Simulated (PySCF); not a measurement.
# Deuteron quadrupole couplings in `C=C1O[SiH2]C=C[C@H]1O`

Species: C5H8O2Si.
Geometry (GFN2-xTB, Å), atoms numbered from 1 in this order:
```
atom  x, y, z in Å
C1     1.8869   -0.8818    1.0059
C2     0.7736   -0.6528    0.3243
O3    -0.3294   -1.4024    0.5400
Si4   -1.8656   -1.0409    0.1093
C5    -1.7633    0.8084   -0.1910
C6    -0.5691    1.2963   -0.5041
C7     0.6469    0.4317   -0.7357
O8     1.8161    1.1999   -0.8696
H9     2.7827   -0.3196    0.8237
H10    1.9286   -1.6685    1.7362
H11   -2.2048   -1.7760   -1.1093
H12   -2.6406   -1.4126    1.2846
H13   -2.5911    1.4861   -0.0468
H14   -0.3860    2.3568   -0.6363
H15    0.5334   -0.0792   -1.7035
H16    1.9741    1.6636   -0.0390
```

Level: PBE0/pcSseg-1 (PySCF, non-relativistic); Q(2H) = 0.00286 b; rigid geometry, the same for H and D, with no vibrational averaging.

Question: Rank these positions by the coupling χzz of a deuteron there, largest first.
A. H11 (Si–H hydrogen)
B. H14 (vinylic hydrogen)
C. H15 (methine hydrogen)
D. H16 (hydroxyl hydrogen)
E. H13 (vinylic hydrogen)
F. H10 (vinylic hydrogen)

Answer: D (309 kHz), F (232 kHz), E (225 kHz), B (214 kHz), C (188 kHz), A (107 kHz).

Q: Tabulate Vzz, the asymmetry η and χzz = 234.96 MHz × Q × Vzz for every hydrogen position.

A: 
| atom | bonded to | bond length (Å) | Vzz (au) | η | χzz (kHz) |
| --- | --- | --- | --- | --- | --- |
| H9 | C1 | 1.073 | 0.3459 | 0.07 | 232 |
| H10 | C1 | 1.074 | 0.3453 | 0.06 | 232 |
| H11 | Si4 | 1.463 | 0.1590 | 0.03 | 107 |
| H12 | Si4 | 1.456 | 0.1644 | 0.02 | 110 |
| H13 | C5 | 1.080 | 0.3351 | 0.04 | 225 |
| H14 | C6 | 1.084 | 0.3187 | 0.04 | 214 |
| H15 | C7 | 1.100 | 0.2799 | 0.07 | 188 |
| H16 | O8 | 0.964 | 0.4595 | 0.14 | 309 |

Q: Average by the element that carries the hydrogen.

A: on C: 218 kHz over 5 positions, mean bond length 1.082 Å; on Si: 109 kHz over 2 positions, mean bond length 1.460 Å; on O: 309 kHz over 1 position, mean bond length 0.964 Å.

Q: How does χzz go with the bond length over the 5 C–H bonds?

A: A straight-line fit has a slope of -16.8 kHz for each 0.01 Å, with a correlation coefficient of -1.00, over lengths from 1.073 to 1.100 Å. The longer bonds have the smaller couplings here.

Q: Give the 2H NMR doublet splittings at H10 for a magnetic field along the z, y and x axes of the gradient: 3χ/2, 3χ(1 + η)/4, 3χ(1 − η)/4.

A: With |χ| = 232.0 kHz and η = 0.063: 348, 185 and 163 kHz, to first order and without motion.

The structure is a single GFN2-xTB conformer in the gas phase; no vibrational or solvent corrections. GFN2-xTB bond lengths can be off by several hundredths of an ångström, more for odd bonds, and the gradients follow them. A larger basis could move these couplings by a tenth or more.

The run behind these numbers computed NMR shieldings as well. The run took 24 s wall (with the writing of density and orbital grids) on one thread, Intel Xeon 6975P-C (x86_64), no GPU (shared host), and the process peaked at 0.83 GiB of memory.
